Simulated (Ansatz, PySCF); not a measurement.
C2H6FNSi2, SMILES N[Si@@H]1C=C[Si@@H]1F. Atoms are numbered in the order given.

```xyz
12

N      2.3358    -0.1952     0.6749
Si     0.6554    -0.5485     0.8573
C     -0.1415    -1.6515    -0.4715
C     -1.1140    -0.8998    -1.0551
Si    -1.0367     0.7478    -0.1461
F     -0.5556     2.0029    -1.0912
H      2.9550    -0.1438     1.4758
H      2.6920     0.3298    -0.1167
H      0.5084    -1.0514     2.2556
H      0.0580    -2.6936    -0.7592
H     -1.7714    -1.2803    -1.8480
H     -2.3092     1.2168     0.4804
```
Charge 0, spin multiplicity 1.

Geometry optimised at B3LYP-D3(BJ)/def2-SVP. The structure was generated by enumeration; whether it is a known compound was not checked. One conformer was computed; it need not be the lowest.

Two levels are set side by side: PBE-D3(BJ)/def2-SVP (Ansatz, a first-principles code) and B3LYP-D3(BJ)/def2-SVP (Ansatz). Each level has its own optimised geometry; the coordinates shown are those of the second. Frequencies come from the Hessian of PySCF at each geometry. Differences are taken from unrounded values.

```tsv
quantity	B3LYP-D3(BJ)
mean bond length (Å)	1.507
bond N1–Si2 (Å)	1.727
bond Si2–C3 (Å)	1.902
bond Si2–Si5 (Å)	2.356
bond C3–C4 (Å)	1.361
bond C4–Si5 (Å)	1.883
bond Si5–F6 (Å)	1.643
bond N1–H7 (Å)	1.014
bond N1–H8 (Å)	1.014
bond Si2–H9 (Å)	1.493
bond C3–H10 (Å)	1.099
bond C4–H11 (Å)	1.098
bond Si5–H12 (Å)	1.494
highest harmonic wavenumber (cm⁻¹)	3680
mean harmonic wavenumber (cm⁻¹)	1151
zero-point energy (kcal/mol)	49.36
```

**Question.** What does PBE-D3(BJ) give, and how far is it from B3LYP-D3(BJ)? (Estimate from the structure and the level; the computed values follow.)

**Answer.** 
```
quantity                            PBE-D3(BJ)  PBE-D3(BJ) minus B3LYP-D3(BJ)
----------------------------------  ----------  -----------------------------
mean bond length (Å)                     1.517                          0.010
bond N1–Si2 (Å)                          1.742                          0.015
bond Si2–C3 (Å)                          1.905                          0.004
bond Si2–Si5 (Å)                         2.367                          0.011
bond C3–C4 (Å)                           1.369                          0.008
bond C4–Si5 (Å)                          1.890                          0.007
bond Si5–F6 (Å)                          1.655                          0.012
bond N1–H7 (Å)                           1.022                          0.009
bond N1–H8 (Å)                           1.023                          0.009
bond Si2–H9 (Å)                          1.508                          0.014
bond C3–H10 (Å)                          1.108                          0.009
bond C4–H11 (Å)                          1.107                          0.009
bond Si5–H12 (Å)                         1.509                          0.016
highest harmonic wavenumber (cm⁻¹)        3590                            -90
mean harmonic wavenumber (cm⁻¹)           1122                            -29
zero-point energy (kcal/mol)             48.10                          -1.25
```

GGA bonds tend to be longer and softer than those of functionals with exact exchange. Differences between two approximate levels are no errors against the true value.
